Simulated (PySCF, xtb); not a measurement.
CH5F2NSi2, SMILES F[SiH2]/C=N/[SiH2]F.

GFN2-xTB run with xtb 6.7.1 at its own geometry gives an orbital gap of 1.98 eV and a dipole moment of 2.05 D.

Geometry: TPSSh-D3(BJ)/def2-SVP. The structure was generated by enumeration; whether it is a known compound was not checked. The values are those of a single conformer.

Task: What does PBE/def2-TZVP run with PySCF give? (Estimate from the structure and the level; the computed values follow.)

Result: gap 3.05 eV (levels -6.06 and -3.00 eV), dipole 0.93 D.
